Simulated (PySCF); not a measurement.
NMR data simulated for an unnamed compound:

¹H NMR (500 MHz, computed): δ 7.40 (m, 1H), 7.30 (m, 1H), 4.17 (q, 2H), 1.37 (t, 3H).

¹³C{¹H} NMR (computed): δ 141.2 (CH), 130.3 (CH), 123.0 (C), 50.7 (CH2), 20.5 (CH3).

All values are calculated (PySCF 2.14): shieldings: GIAO PBE0/pcSseg-1, geometry from GFN2-xTB. Non-relativistic, one computed conformer, rapidly exchanging positions averaged, no solvent model.

Referencing at the same level of theory: ¹H, ¹³C against TMS.

**Question.** Which of these does the molecule contain: a heteroaromatic ring, an amide, an N-methyl group, a CF3 group, a CH3CH2 unit?

**Answer.** 
- A heteroaromatic ring: yes.
- An amide: no.
- An N-methyl group: no.
- A CF3 group: no.
- A CH3CH2 unit: yes (δC 20.5, 50.7; δH 1.37 (t), 4.17 (q)).

The data belong to `CCn1cc(Cl)cn1`, C5H7ClN2; they needn't prove each group on their own.

Carbon signals by region: 3 in the sp2 and nitrile region (100–160 ppm), 1 at 50–100 ppm, 1 below 50 ppm.

Carbons that carry Cl, above all several Cl atoms, come out too deshielded, partly because spin–orbit coupling is missing. Shifts are as computed. Against solution values, carbons near 30 ppm lie about +3 ppm off and those near 130 ppm about +5 ppm; carbons on Cl a further +6 ppm. Of 1211 compounds with measured shifts, 218 miss one by over three times the rms of a fit or turn the order of signals round; such compounds aren't used in these exercises. Multiplicities follow the n + 1 count of equivalent neighbours, as no J values were calculated; m marks all less simple cases, F and P coupling included.
